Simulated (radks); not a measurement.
All-electron calculation, scalar-relativistic Kohn-Sham, LDA (Slater exchange, Perdew-Wang correlation), spin-polarised, spherical densities, finite nucleus; open shells are filled with parallel spins first (spin-orbit coupling, left out, can overturn this in heavy ions); Fermi nuclear charge, rms radius of each element as measured or else 0.836 A^(1/3) + 0.57 fm. Program: a radial shooting solver on a logarithmic mesh with Libxc functionals. Response by self-consistent Sternheimer equations with the Hartree and adiabatic LDA kernel, the relativistic mass of each level held fixed and spin-orbit coupling left out. For heavy and open-shell atoms this level of theory can miss by tens of per cent. Rank Sn+, Se+, Zr, Kr3+ (NIST ground configurations) by static dipole polarisability, largest first.

Answer. Zr 111.4, Sn+ 25.99, Se+ 14.20, Kr3+ 5.380 bohr^3.
